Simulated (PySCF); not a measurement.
InO, SMILES [In]=[O], multiplicity 2. Atoms are numbered in the order given.

```xyz
2

In     0.0000     0.0000    -0.2700
O      0.0000     0.0000     1.6537
```
Charge 0, spin multiplicity 2.

The structure is a stationary point at PBE0-D3(BJ)/def2-TZVP. The def2 effective core potentials stand for the cores of In; spin–orbit coupling is left out.

Calculation: B3LYP/def2-TZVPD in PySCF.

| Property | Result |
|---|---|
| total energy | -265.41493 hartree |
| point group | C∞v |
| α spin, highest occupied and lowest empty level | -7.57 and -1.82 eV |
| β spin, highest occupied and lowest empty level | -7.13 and -4.22 eV |
| dipole moment | 4.26 D |
| mean static polarisability | 55.0 bohr³ (8.15 Å³) |
| polarisability, principal values | 53.7, 53.7, 57.6 bohr³ |
| ⟨S²⟩ | 0.763 (pure state 0.75) |
